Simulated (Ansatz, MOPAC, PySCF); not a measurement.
Isomers of CHN: 1 is C#N, 2 is [NH+]#[C-]; one conformer of each (the lowest of an xTB search), B3LYP-D3(BJ)/def2-TZVP minima.
Isomer 1 (charge 0, multiplicity 1):
```xyz
3

C     -0.02648     0.00000     0.00000
N      1.11969     0.00000     0.00000
H     -1.09320     0.00000     0.00000
```
Isomer 2 (charge 0, multiplicity 1, Z-matrix in Å and degrees):
```
N
C 1 1.1640
H 1 0.9974 2 179.99
```

```json
[
 {"level": "PM3", "electronic energy of isomer 2 less that of isomer 1 (kcal/mol)": "23.98", "minus CCSD(T)/CBS(cc-pVTZ, cc-pVQZ)": "9.17", "cost": "-"},
 {"level": "HF/3-21G", "electronic energy of isomer 2 less that of isomer 1 (kcal/mol)": "8.90", "minus CCSD(T)/CBS(cc-pVTZ, cc-pVQZ)": "-5.91", "cost": "-"},
 {"level": "SVWN5/def2-TZVPP", "electronic energy of isomer 2 less that of isomer 1 (kcal/mol)": "13.94", "minus CCSD(T)/CBS(cc-pVTZ, cc-pVQZ)": "-0.88", "cost": "×1"},
 {"level": "BLYP-D4/def2-TZVPP", "electronic energy of isomer 2 less that of isomer 1 (kcal/mol)": "14.82", "minus CCSD(T)/CBS(cc-pVTZ, cc-pVQZ)": "0.00", "cost": "×1"},
 {"level": "r2SCAN-D3(BJ)/def2-TZVPP", "electronic energy of isomer 2 less that of isomer 1 (kcal/mol)": "14.38", "minus CCSD(T)/CBS(cc-pVTZ, cc-pVQZ)": "-0.43", "cost": "×2"},
 {"level": "BHLYP/def2-TZVPP", "electronic energy of isomer 2 less that of isomer 1 (kcal/mol)": "12.46", "minus CCSD(T)/CBS(cc-pVTZ, cc-pVQZ)": "-2.35", "cost": "×1"},
 {"level": "BHLYP-D3(BJ)/def2-TZVPP", "electronic energy of isomer 2 less that of isomer 1 (kcal/mol)": "12.39", "minus CCSD(T)/CBS(cc-pVTZ, cc-pVQZ)": "-2.42", "cost": "×1"},
 {"level": "BHLYP-D4/def2-TZVPP", "electronic energy of isomer 2 less that of isomer 1 (kcal/mol)": "12.43", "minus CCSD(T)/CBS(cc-pVTZ, cc-pVQZ)": "-2.38", "cost": "×1"},
 {"level": "M06-2X/def2-TZVPP", "electronic energy of isomer 2 less that of isomer 1 (kcal/mol)": "12.82", "minus CCSD(T)/CBS(cc-pVTZ, cc-pVQZ)": "-1.99", "cost": "-"},
 {"level": "CAM-B3LYP-D4/def2-TZVPP", "electronic energy of isomer 2 less that of isomer 1 (kcal/mol)": "13.13", "minus CCSD(T)/CBS(cc-pVTZ, cc-pVQZ)": "-1.68", "cost": "×1"},
 {"level": "wB97X-V/def2-TZVPP", "electronic energy of isomer 2 less that of isomer 1 (kcal/mol)": "13.00", "minus CCSD(T)/CBS(cc-pVTZ, cc-pVQZ)": "-1.81", "cost": "×2"},
 {"level": "B2PLYP-D3(BJ)/def2-TZVPP", "electronic energy of isomer 2 less that of isomer 1 (kcal/mol)": "15.24", "minus CCSD(T)/CBS(cc-pVTZ, cc-pVQZ)": "0.43", "cost": "×1"},
 {"level": "MP2/cc-pVDZ", "electronic energy of isomer 2 less that of isomer 1 (kcal/mol)": "18.42", "minus CCSD(T)/CBS(cc-pVTZ, cc-pVQZ)": "3.61", "cost": "-"},
 {"level": "MP2/cc-pVTZ", "electronic energy of isomer 2 less that of isomer 1 (kcal/mol)": "17.59", "minus CCSD(T)/CBS(cc-pVTZ, cc-pVQZ)": "2.78", "cost": "-"},
 {"level": "MP2/CBS(cc-pVTZ, cc-pVQZ)", "electronic energy of isomer 2 less that of isomer 1 (kcal/mol)": "17.54", "minus CCSD(T)/CBS(cc-pVTZ, cc-pVQZ)": "2.72", "cost": "-"},
 {"level": "SCS-MP2/cc-pVTZ", "electronic energy of isomer 2 less that of isomer 1 (kcal/mol)": "17.07", "minus CCSD(T)/CBS(cc-pVTZ, cc-pVQZ)": "2.26", "cost": "-"},
 {"level": "SCS-MP2/cc-pVQZ", "electronic energy of isomer 2 less that of isomer 1 (kcal/mol)": "16.99", "minus CCSD(T)/CBS(cc-pVTZ, cc-pVQZ)": "2.18", "cost": "-"},
 {"level": "CCSD/cc-pVQZ", "electronic energy of isomer 2 less that of isomer 1 (kcal/mol)": "14.44", "minus CCSD(T)/CBS(cc-pVTZ, cc-pVQZ)": "-0.37", "cost": "-"},
 {"level": "CCSD(T)/cc-pVTZ", "electronic energy of isomer 2 less that of isomer 1 (kcal/mol)": "14.83", "minus CCSD(T)/CBS(cc-pVTZ, cc-pVQZ)": "0.02", "cost": "×3"},
 {"level": "CCSD(T)/CBS(cc-pVTZ, cc-pVQZ)", "electronic energy of isomer 2 less that of isomer 1 (kcal/mol)": "14.81", "minus CCSD(T)/CBS(cc-pVTZ, cc-pVQZ)": "0.00", "cost": "×20"}
]
```

 The comparison column counts from a level with limits of its own.

The rows run from 8.90 (HF/3-21G) to 23.98 kcal/mol (PM3). The dispersion term adds -0.07 in BHLYP-D3(BJ), -0.03 in BHLYP-D4. The 4 functionals in def2-TZVPP without D3 or D4 span 1.47, from BHLYP to SVWN5.

No zero-point or thermal terms.

Correlated levels freeze the cores. CBS: X⁻³ extrapolation of the correlation energy, Hartree–Fock from the larger set. Rows in 3-21G carry no dispersion term and start afresh at each structure. The state that PM3 reach isn't checked.

Codes used: Ansatz (Gaussian basis) for Hartree–Fock, density functionals and correlated methods; MOPAC for PM3 (differences of heats of formation); PySCF for 3-21G rows, M06-2X, the dispersion terms. Values without a source in brackets are computed.

Costs are rough ratios of core time to PBE/def2-TZVPP (about 0.7 s over the structures, on one shared machine); a dash marks a level with no comparable run of its own.

Ansatz is a first-principles code.
